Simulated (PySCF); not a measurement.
# How the method changes the shape and vibrations of AlB2H4

All numbers below are calculated, not measured. They come from PySCF 2.14.0, an open-source quantum chemistry program, on an isolated molecule that a program drew, which may never have been made. The molecule is AlB2H4 (charge 0, doublet), drawn as the SMILES string `[BH][AlH][BH2]`.

The geometry was optimised and harmonic frequencies were computed with HF and MP2, all in the cc-pV(D+d)Z basis, for the commonest isotopes, with a restricted reference for singlets and an unrestricted one otherwise, and a frozen core in MP2. Each result is a local minimum of its method.

Geometry at the HF minimum:
```xyz
7
AlB2H4, angstrom
B     0.2962    1.5120   -1.5956
Al    0.3597   -0.4754   -1.0500
B    -1.4257   -1.6005   -0.6222
H     0.2581    2.6597   -1.9106
H     1.8044   -1.1311   -0.9626
H    -2.0310   -2.2037   -1.4712
H    -1.8886   -1.6836    0.4868
```

Lengths of the bonds as drawn, in Å (atoms numbered as above):
| bond | HF | MP2 |
|---|---|---|
| B1-Al2 | 2.062 | 2.057 |
| Al2-B3 | 2.153 | 2.145 |
| B1-H4 | 1.191 | 1.199 |
| Al2-H5 | 1.589 | 1.587 |
| B3-H6 | 1.205 | 1.211 |
| B3-H7 | 1.205 | 1.211 |

Rotational constants, in GHz:
| constant | HF | MP2 |
|---|---|---|
| A | 23.29 | 22.69 |
| B | 5.199 | 5.285 |
| C | 4.404 | 4.445 |

Harmonic frequencies in cm^-1, each column in rising order, so a row needn't be the same motion in every method:
```
rank    HF   MP2
   1   134   121
   2   148   132
   3   289   324
   4   358   355
   5   533   497
   6   547   541
   7   601   575
   8   668   661
   9   755   733
  10   906   875
  11  1245  1192
  12  1951  1938
  13  2643  2604
  14  2709     ?
  15  2807  2753
```

**Estimate the missing MP2 frequency from the HF column.**

A single factor s that minimises the squared misfit of MP2 against s times HF over the other rows is sum(HF x MP2) / sum(HF^2) = 0.9816, with an rms misfit of 18 cm^-1. For rank 14 it gives 0.9816 x 2709 = 2659 cm^-1. The calculation gives 2681 cm^-1, 22 cm^-1 above the estimate. The drawn bonds are on average 0.2 % longer in MP2 than in HF.
